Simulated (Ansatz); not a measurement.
Gas-phase electronic energies from Ansatz, PBE0-D4/def2-TZVP geometries. CCSD(T)/CBS is the MP2 limit (def2-TZVPP, def2-QZVPP) plus CCSD(T) − MP2 in def2-TZVPP, frozen cores. This one scheme is used for every species. DFT in def2-TZVPP. B3LYP here is the variant with VWN-RPA as its local correlation; programs differ in this. One conformer a species, not always the lowest.

Reaction (hydrogenolysis of the Si–F bond): `C=N[Si](N)(O)F` + H₂ → `C=N[SiH](N)O` + H–F

`C=N[Si](N)(O)F`:

Z-matrix (Å, degrees):
```
Si
N 1 1.721
O 1 1.626 2 104.3
N 1 1.695 2 114.1 3 122.9
F 1 1.601 2 111.1 3 -119.5
C 2 1.257 1 126.4 3 115.5
H 3 0.958 1 116.4 2 168.0
H 4 1.006 1 119.9 2 95.9
H 4 1.006 1 120.9 2 -51.6
H 6 1.100 2 124.2 1 -1.4
H 6 1.097 2 120.3 1 178.6
```

H₂:

Cartesian coordinates in Å:
```
H -0.164 0.111 0.316
H 0.164 -0.111 -0.316
```

`C=N[SiH](N)O`:

Cartesian coordinates in Å:
```
C 2.077 0.234 -0.316
N 1.189 0.105 0.566
Si -0.511 0.339 0.312
N -1.461 -1.037 0.666
O -0.711 0.749 -1.271
H 1.871 0.514 -1.359
H 3.132 0.063 -0.067
H -0.947 1.402 1.247
H -1.762 -1.185 1.616
H -1.269 -1.916 0.212
H -1.608 0.732 -1.605
```

H–F:

```xyz
2

F     0.261   -0.244    0.290
H    -0.261    0.244   -0.290
```

```json
{"level": "B3LYP-D4", "ΔE (eV)": "1.51"}
{"level": "PBE0", "ΔE (eV)": "1.40"}
{"level": "MP2/def2-TZVPP", "ΔE (eV)": "1.48"}
{"level": "SCS-MP2/def2-TZVPP", "ΔE (eV)": "1.48"}
{"level": "CCSD/def2-TZVPP", "ΔE (eV)": "1.45"}
{"level": "HF/def2-QZVPP", "ΔE (eV)": "1.52"}
{"level": "SCS-MP2/def2-QZVPP", "ΔE (eV)": "1.49"}
{"level": "MP2/CBS(def2)", "ΔE (eV)": "1.49"}
```

What does CCSD(T)/CBS give? (Best estimate.)

Computed: +1.46 eV. The listed levels differ from it by 0.05, -0.06, 0.02, 0.02, -0.01, 0.06, 0.03, 0.03 eV.

Largest T1 diagnostic among the species: 0.012.

The D4 term adds +0.04 eV with B3LYP and +0.02 eV with PBE0; it sums over pairs of atoms, weighted by their polarisabilities, and B3LYP, whose exchange is more repulsive, gets the larger term.
